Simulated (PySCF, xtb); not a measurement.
**Relaxing a trial structure of H4Si2Sn**

The starting geometry of this gas-phase triplet was built from a drawn formula by distance geometry and a force field; its bonds are those of `[Si]1[SiH2][SnH2]1`.

```csv
atom,x (Å),y (Å),z (Å)
Si,-2.1253,0.5169,0.9901
Si,-0.3859,-0.6791,1.6105
Sn,-2.0175,-1.8059,0.0103
H,0.8426,-0.3464,0.9642
H,-0.4398,-1.2155,2.9704
H,-1.3457,-1.9152,-1.5768
H,-2.9999,-3.0109,0.8584
```

Task: Predict what becomes of its bonds when it is optimised with r2SCAN-D4/def2-SVP.

Result: It keeps its bonds, and is `[Si]1[SiH2][SnH2]1`.

The energy falls by 0.49 eV over 15 steps:

| step | E − E(last) (eV) |
| --- | --- |
| 1 | 0.490 |
| 3 | 0.028 |
| 4 | 0.010 |
| 6 | 0.001 |
| 7 | 0.000 |
| 9 | 0.000 |
| 10 | 0.000 |
| 12 | 0.000 |
| 13 | 0.000 |
| 15 | 0.000 |

Final geometry (Å):

```yaml
atoms:
  - { symbol: Si, position_ang: [-2.1492, 0.5231, 0.9940] }
  - { symbol: Si, position_ang: [-0.2976, -0.6946, 1.6825] }
  - { symbol: Sn, position_ang: [-2.0732, -1.8341, -0.0057] }
  - { symbol: H, position_ang: [1.0798, -0.5104, 1.1230] }
  - { symbol: H, position_ang: [-0.1842, -1.3504, 3.0247] }
  - { symbol: H, position_ang: [-1.4499, -2.2240, -1.5588] }
  - { symbol: H, position_ang: [-2.8992, -3.2023, 0.6251] }
```

From the same start GFN2-xTB ends elsewhere, differing in Si2–Sn3 (4.51 against 2.70 Å here).

No frequencies were run, so the end isn't proven a minimum. Open shells are spin-unrestricted. The triplet needn't be the ground state. Atoms past krypton carry core potentials, without spin–orbit terms. Run with PySCF 2.14.0, 2.2 min on 2 threads of Intel(R) Xeon(R) 6975P-C (Granite Rapids) (shared host).
